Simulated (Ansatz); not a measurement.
`Cl[SiH]1[AlH][S]1` + H₂ → `[AlH]1[SiH2][S]1` + HCl at 700 K and 1 bar (hydrogenolysis of the Si–Cl bond).

Isolated molecules relaxed with PBE0-D4/def2-TZVP in Ansatz; ΔE leaves out vibrations. CCSD(T)/CBS adds triple-zeta CCSD(T) − MP2 to the extrapolated MP2 energy (def2 sets, frozen cores). This one scheme is used for every species.

```tsv
species	CCSD(T)/CBS energy (Eh)	H − E (kJ/mol)	S (J/(mol·K))
`Cl[SiH]1[AlH][S]1`	-1389.93083	112.2	417.7
H₂	-1.17544	46.8	155.3
`[AlH]1[SiH2][S]1`	-930.69501	120.9	374.9
HCl	-460.38127	38.4	211.8
```

H − E and S are ideal-gas, rigid-rotor, harmonic terms from PBE0-D4/def2-TZVP, for one conformer and one mirror image of each species. The MP2-based limit puts H₂ 0.8 mEh under its directly extrapolated value; such offsets cancel only in part. 1 Eh = 2625.50 kJ/mol, R = 8.31446 J/(mol·K).

Problem. By hand: ΔE, ΔH, ΔS and ΔG.

Solution. ΔE = (-930.69501) + (-460.38127) − (-1389.93083) − (-1.17544) = 0.02999 Eh = 78.7 kJ/mol. Δ(H − E) = 120.9 + 38.4 − 112.2 − 46.8 = 0.3, so ΔH = 79.0 kJ/mol. ΔS = 374.9 + 211.8 − 417.7 − 155.3 = 13.7 J/(mol·K). ΔG = 79.0 − 700 × (13.7)/1000 = 69.4 kJ/mol.

Problem. By hand: the equilibrium constant, and the temperature at which ΔG would vanish if ΔH and ΔS stayed fixed.

Solution. log₁₀ K = −ΔG/(RT ln 10) = -5.2. ΔG = 0 at ΔH/ΔS = 5766 K, far beyond where these terms or the molecules hold.

The number of gas molecules stays the same, so ΔS is small and ΔH decides. A doubt of 5 kJ/mol in ΔE shifts log₁₀ K by 0.4 here. Other conformers and mirror images would add mixing entropy, several J/(mol·K) or more a flexible species. These are equilibria of isolated gas molecules and say nothing of rates. Largest T1 diagnostic: 0.015 (customary marks: 0.02 for closed shells, 0.045 for open ones).
